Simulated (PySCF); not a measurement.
BSe at revPBE

Computed with revPBE; PySCF, no relativity, basis sets B 6-31G(d,p), Se 6-31G(d,p).

For BSe, the state is ²Σ⁺ (doublet), unpaired electrons σ ↑. The bond length is 1.769 Å. The harmonic wavenumber is 942 cm⁻¹ and the force constant is 5.06 mdyn/Å. The rotational constant Be is 0.5567 cm⁻¹, the anharmonicity ωexe is 4.72 cm⁻¹ and the vibration–rotation constant αe is 0.00375 cm⁻¹. The well depth De to B + Se is 5.16 eV, the dissociation energy D0 is 5.10 eV and the bond order (Mayer) is 2.42. The dipole moment (positive dipole means B(−)Se(+)) is -0.60 D.

Spin–orbit coupling is left out. The state was picked by a PBE0 search and need not be the measured ground state.
